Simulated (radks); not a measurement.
Question: Coherent X-ray form factor from a spherical all-electron density. All-electron calculation, scalar-relativistic Kohn-Sham, PBE, spin-polarised, spherical densities, finite nucleus; Fermi nuclear charge, rms radius of each element as measured or else 0.836 A^(1/3) + 0.57 fm. Program: a radial shooting solver on a logarithmic mesh with Libxc functionals.

sin(theta)/lambda (1/angstrom),f0 (electrons)
0.05,55.865
0.1,55.462
0.15,54.801
0.2,53.896
0.25,52.768
0.3,51.440
0.4,48.298
0.5,44.709
0.6,40.914
0.8,33.530
1,27.320
1.25,21.753
1.5,18.252
2,14.411

The species is in the configuration that NIST lists as its ground one. Which atom or ion scatters so?

Answer: The iridium ion Ir21+, [Kr] 4d10 4f10. Extrapolating in s^2 from the first two rows gives f0(0) = 56.0, near the electron count 56; among species with that count, the fall with angle is slower the higher Z, and the table is that of Z = 77; from so few rows the species is fixed only to a neighbour or two.
